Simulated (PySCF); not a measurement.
# One molecule, several mistakes: B3H4O

All numbers below are calculated, not measured. They come from PySCF 2.14.0, an open-source quantum chemistry program, on an isolated molecule that a program drew, which may never have been made. The molecule is B3H4O (charge 0, doublet), drawn as the SMILES string `[BH]BOB`.

Each row is a Hartree-Fock (HF) and frozen-core CCSD(T) single point in the cc-pVDZ basis, meant for a local HF minimum. Run 1 is clean. Each other run has one planted mistake out of seven kinds, and not every kind appears here: one electron removed, one electron added, multiplicity raised by two, geometry at a saddle point, minimal basis STO-3G, one bond length entered in bohr, all coordinates scaled. The reference is restricted for singlets and unrestricted otherwise, and also for a bond in bohr. Adding or removing an electron swaps singlet and doublet. Electrons count all cores. HOMO and LUMO are orbital energies over both spins, the gradient is its largest component, and the lowest frequency (negative if imaginary) is given only where the gradient is small. Bond lengths are over the 7 bonds as drawn. T1 is the CCSD diagnostic: over 0.02 (restricted) or 0.045 (unrestricted) a single reference is doubtful.

Geometry of the clean run:
```xyz
8
B3H4O, angstrom
B     0.2362    3.1451   -1.8270
B     0.5232    2.0094   -0.6886
O     0.0279    0.7250   -0.7995
B     0.2034   -0.2909    0.0806
H     0.0667    4.0130   -2.6111
H     1.1880    2.3174    0.2692
H    -0.3019   -1.3476   -0.1791
H     0.8457   -0.1251    1.0836
```

```
run,electrons,basis functions,<S^2>,HOMO (eV),LUMO (eV),gradient (hartree/bohr),lowest frequency (cm^-1),mean bond (Å),longest bond (Å),T1,HF (hartree),CCSD(T) (hartree),mistake
1,27,76,0.758,-8.55,1.50,9.6e-06,117,1.3086,1.633,0.0166,-151.24063,-151.69865,no fault
2,26,76,0.000,-16.59,-6.79,8.1e-02,-,1.3086,1.633,0.0172,-150.95991,-151.40130,one electron removed
3,27,76,0.762,-8.46,1.30,5.3e-02,-,1.4368,1.793,0.0206,-151.18356,-151.65672,all coordinates scaled
4,27,24,0.758,-6.64,5.47,2.0e-02,-,1.3086,1.633,0.0209,-149.26510,-149.45220,minimal basis STO-3G
5,28,76,0.000,-0.22,7.51,7.1e-02,-,1.3086,1.633,0.0262,-151.21273,-151.71879,?
6,27,76,1.704,-8.67,1.29,4.3e-02,-,1.4841,2.610,0.0420,-151.10228,-151.54426,?
```

**Which mistake was planted in run 5, and what did it cost?**

It counts 28 electrons, one more than the clean run, at the same geometry and basis. So the mistake is: one electron added. Subtracting run 1 and multiplying by 627.51 kcal/mol a hartree, the energy moved by 17.5 kcal/mol in HF and -12.6 kcal/mol in CCSD(T).

**Which mistake was planted in run 6, and what did it cost?**

The mean bond changes by a factor of 1.134 and the longest by 1.598, so the molecule wasn't scaled as a whole. A length L in bohr read as angstrom grows by (1/0.5292 - 1) L = 0.890 L. The 7 bonds together grew by 7 x 0.1755 = 1.228 Å, which gives L = 1.381 Å. That is bond B2-O3, 1.381 Å in the clean geometry. So the mistake is: one bond length entered in bohr. Subtracting run 1 and multiplying by 627.51 kcal/mol a hartree, the energy moved by 86.8 kcal/mol in HF and 96.9 kcal/mol in CCSD(T).

Cautions from the logs. Run 5: T1 is over the limit, so its CCSD(T) energy is less reliable.
